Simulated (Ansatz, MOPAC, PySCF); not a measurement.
Noncovalent pair: HCl (SMILES Cl) (first 2 atoms) with H2 (SMILES [H][H]); geometry from B3LYP-D3(BJ)/def2-TZVP, rigid monomers moved along the line of their centres of mass till H2···H4 is 2.08 Å.
(charge 0, multiplicity 1):
| atom | x (Å) | y (Å) | z (Å) |
|---|---|---|---|
| Cl | -0.1180 | -0.5884 | -0.7213 |
| H | -0.0738 | -0.4022 | 0.5470 |
| H | -0.3610 | -0.0066 | 2.5725 |
| H | 0.3575 | -0.2035 | 2.5755 |

Monomers are frozen at their geometry in the pair; levels with a basis set take the counterpoise correction. Rows marked so take none.

Frozen-core correlation. Rows in 3-21G, 6-31G*, STO-3G carry no dispersion term and start afresh at each structure (6-31G* with six Cartesian d functions). The state that PM3, PM7 reach isn't checked; PM7 holds dispersion and hydrogen-bond terms.

Run with Ansatz (Gaussian basis) for Hartree–Fock, density functionals and correlated methods; MOPAC for PM3, PM7 (differences of heats of formation); PySCF for 3-21G rows, 6-31G* rows, STO-3G rows. Each number belongs to the level named beside it.

```
level                            interaction energy (kcal/mol)
-------------------------------  -----------------------------
PM3                                                      -1.63
PM7                                                      -1.07
HF/STO-3G (no counterpoise)                               1.26
HF/aug-cc-pV(T+d)Z                                        0.66
r2SCAN/def2-TZVPPD                                       -0.20
B3LYP/3-21G (no counterpoise)                            -0.24
B3LYP/6-31G*                                              0.19
M06-2X/6-31G* (no counterpoise)                              …
CCSD(T)/aug-cc-pV(T+d)Z                                      …
```

Question: Complete the blanks.

Answer: 
- M06-2X/6-31G* (no counterpoise), interaction energy (kcal/mol): -0.02
- CCSD(T)/aug-cc-pV(T+d)Z, interaction energy (kcal/mol): -0.32

Ansatz is an electronic-structure program.
